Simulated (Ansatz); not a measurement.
`C[CH2][Al]([OH])[SH]` + CH₃NH₂ → `C[NH][Al]([OH])[SH]` + ethane  (ligand exchange at the Al–C bond)

Program: Ansatz. Geometries: PBE0-D4/def2-TZVP. ΔE: electronic, gas phase. CBS: MP2 limit from def2 TZ/QZ plus the TZ coupled-cluster correction, frozen cores. This one scheme is used for every species. Functionals use def2-TZVPP. Each species was taken in one conformer, which may not be the lowest.

`C[CH2][Al]([OH])[SH]`:

Cartesian coordinates in Å:
```
C 0.162 -0.037 -1.870
C -0.817 0.189 -0.718
Al -0.051 0.013 1.061
O -1.020 0.269 2.427
S 2.071 -0.517 1.259
H -0.323 0.072 -2.844
H 0.601 -1.038 -1.838
H 0.993 0.673 -1.841
H -1.272 1.184 -0.789
H -1.660 -0.510 -0.788
H -0.734 0.204 3.335
H 2.050 -0.503 2.603
```

CH₃NH₂:

```xyz
7

C    -0.346   -0.011   -0.451
N     0.699   -0.215    0.538
H    -1.095    0.752   -0.193
H    -0.874   -0.952   -0.620
H     0.107    0.276   -1.402
H     0.300   -0.493    1.426
H     1.208    0.644    0.702
```

`C[NH][Al]([OH])[SH]`:

Z-matrix (Å, degrees):
```
C
N 1 1.447
H 1 1.096 2 112.4
H 1 1.096 2 112.4 3 121.8
H 1 1.093 2 110.2 3 -119.1
Al 2 1.757 1 128.0 3 119.3
H 2 1.008 1 112.5 3 -60.7
S 6 2.189 2 118.0 1 0.1
O 6 1.692 2 118.2 1 -180.0
H 8 1.344 6 93.3 2 -179.9
H 9 0.954 6 125.6 2 -179.8
```

`CC`:

Cartesian coordinates in Å:
```
C 0.608 0.015 0.454
C -0.608 -0.015 -0.454
H 1.537 0.003 -0.121
H 0.619 0.912 1.077
H 0.627 -0.849 1.124
H -1.537 -0.003 0.121
H -0.619 -0.912 -1.077
H -0.627 0.849 -1.123
```

| species | PBE energy (Eh) |
| --- | --- |
| `C[CH2][Al]([OH])[SH]` | -795.96370 |
| CH₃NH₂ | -95.76706 |
| `C[NH][Al]([OH])[SH]` | -812.03137 |
| `CC` | -79.73271 |

Work out ΔE.

ΔE = (-812.03137) + (-79.73271) − (-795.96370) − (-95.76706) = -0.03332 Eh = -0.91 eV. CCSD(T)/CBS gives -0.99 eV.

Largest T1 diagnostic among the species: 0.011.

In def2-TZVPP, CCSD(T) changes the Hartree–Fock value by +0.09 eV (the triples alone add +0.02 eV) and MP2 by +0.07 eV. From BLYP to BHLYP (50 % exact exchange), in def2-TZVPP and without D4, ΔE moves by −0.07 eV. Leaving LDA and LC-ωPBE aside and taking each functional with its dispersion term where it has one, the values, not all of them listed here, spread over 0.14 eV, from BHLYP-D4 to PBE-D4.
